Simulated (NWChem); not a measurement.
Basis-set dependence for silanone (H2OSi)

```xyz
4

Si     0.0000     0.0000     0.4410
O      0.0000     0.0000    -1.0911
H     -1.2354     0.0000     1.2774
H      1.2354     0.0000     1.2774
```
Charge 0, spin multiplicity 1.

All runs are NWChem calculations. Structure: optimised with PBE0/def2-SVP, a minimum by its harmonic frequencies.

Hartree-Fock energies in Ha, correlation energies in mHa.

The correlated methods keep 6 core orbitals frozen. Coupled-cluster values serve here as a point of comparison, not as the truth.

```csv
basis,functions,RHF,MP2,SCS-MP2,CCSD,CCSD+T(CCSD),CCSD(T),CR-CCSD[T],CR-CCSD(T),RI-MP2
3-21G,26,-362.95475,-200.0,-198.0,-205.0,-216.1,-213.7,-213.9,-212.1,not run
cc-pVDZ,42,-364.92561,-291.9,-289.5,-305.8,-318.0,-315.8,-315.5,-313.9,-291.9
cc-pVTZ,92,-364.97965,-363.3,-363.1,-373.2,-391.1,-389.3,-387.5,-386.1,-363.3
```

From cc-pVDZ to cc-pVTZ the Hartree-Fock energy moves by -54.0 mHa and the MP2 correlation energy by -71.4 mHa, which is 20 % of its value in the larger set.
